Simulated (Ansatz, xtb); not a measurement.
## Isomers of C4H6N2O in order of energy

8 gas-phase structures of C4H6N2O, from a drawn sample of its isomers (lower ones may exist). Each was relaxed with GFN2-xTB; where two conformers were screened, the lower at r2SCAN-D4/def2-SVP is listed:

A. `COc1cn[nH]c1`, a singlet
B. `OCn1ccnc1`, a singlet
C. `CCc1ncno1`, a singlet
D. `OCc1c[nH]cn1`, a singlet
E. `Cc1n[nH]cc1O`, a singlet
F. `CCc1ncon1`, a singlet
G. `COc1ncc[nH]1`, a singlet
H. `OCc1ncc[nH]1`, a singlet

Make a reasoned guess at their ranking by r2SCAN-D4/def2-SVP single-point energy.

Calculated order at r2SCAN-D4/def2-SVP: H (0.0), D (0.2), G (0.9), B (4.6), E (8.7), C (18.9), F (19.5), A (21.3) kcal/mol. Less than 1 kcal/mol parts H and D; D and G; C and F, so the order within those pairs means little.

Energies above the lowest of each column, in kcal/mol; the last columns are at PBE0-D3(BJ)/def2-SVP geometries and were run for some of them only (a dash: not run or not comparable):

```json
{"structure": "H", "GFN2-xTB": "8.5", "HF/STO-3G": "15.8", "r2SCAN-D4/def2-SVP": "0.0", "PBE0-D3(BJ)/def2-SVP": "0.1", "CCSD(T)/def2-SVP + ΔMP2/def2-TZVPP": "0.0"}
{"structure": "D", "GFN2-xTB": "8.1", "HF/STO-3G": "16.0", "r2SCAN-D4/def2-SVP": "0.2", "PBE0-D3(BJ)/def2-SVP": "0.0", "CCSD(T)/def2-SVP + ΔMP2/def2-TZVPP": "0.3"}
{"structure": "G", "GFN2-xTB": "0.0", "HF/STO-3G": "6.5", "r2SCAN-D4/def2-SVP": "0.9", "PBE0-D3(BJ)/def2-SVP": "1.8", "CCSD(T)/def2-SVP + ΔMP2/def2-TZVPP": "5.0"}
{"structure": "B", "GFN2-xTB": "5.5", "HF/STO-3G": "16.5", "r2SCAN-D4/def2-SVP": "4.6", "PBE0-D3(BJ)/def2-SVP": "4.2", "CCSD(T)/def2-SVP + ΔMP2/def2-TZVPP": "3.5"}
{"structure": "E", "GFN2-xTB": "13.5", "HF/STO-3G": "19.5", "r2SCAN-D4/def2-SVP": "8.7", "PBE0-D3(BJ)/def2-SVP": "9.2", "CCSD(T)/def2-SVP + ΔMP2/def2-TZVPP": "12.6"}
{"structure": "C", "GFN2-xTB": "21.2", "HF/STO-3G": "0.0", "r2SCAN-D4/def2-SVP": "18.9", "PBE0-D3(BJ)/def2-SVP": "20.6", "CCSD(T)/def2-SVP + ΔMP2/def2-TZVPP": "–"}
{"structure": "F", "GFN2-xTB": "22.5", "HF/STO-3G": "1.3", "r2SCAN-D4/def2-SVP": "19.5", "PBE0-D3(BJ)/def2-SVP": "–", "CCSD(T)/def2-SVP + ΔMP2/def2-TZVPP": "–"}
{"structure": "A", "GFN2-xTB": "19.6", "HF/STO-3G": "22.6", "r2SCAN-D4/def2-SVP": "21.3", "PBE0-D3(BJ)/def2-SVP": "–", "CCSD(T)/def2-SVP + ΔMP2/def2-TZVPP": "–"}
```

CCSD(T)/def2-SVP + ΔMP2/def2-TZVPP puts H lowest of those it was run on, with D within 1 kcal/mol; GFN2-xTB picks G, HF/STO-3G picks C. CCSD(T)/def2-SVP + ΔMP2/def2-TZVPP orders those it was run on as H (0.0), D (0.3), B (3.5), G (5.0), E (12.6) kcal/mol. Less than 1 kcal/mol parts H and D, so the order within that pair means little. Flexible structures stand in one conformer each, not always the lowest. Frequencies (GFN2-xTB) were run for B, D, E, G, H alone. ΔMP2 is the change of the MP2 energy from the smaller to the larger basis.

Over these structures GFN2-xTB departs from r2SCAN-D4/def2-SVP by 3.0 kcal/mol on average once a common shift is removed. A GFN2-xTB relaxation took about 0.099 s and the r2SCAN-D4/def2-SVP energy about 2.5 s on a shared host (Ansatz 0.2.0, xtb 6.7.1).
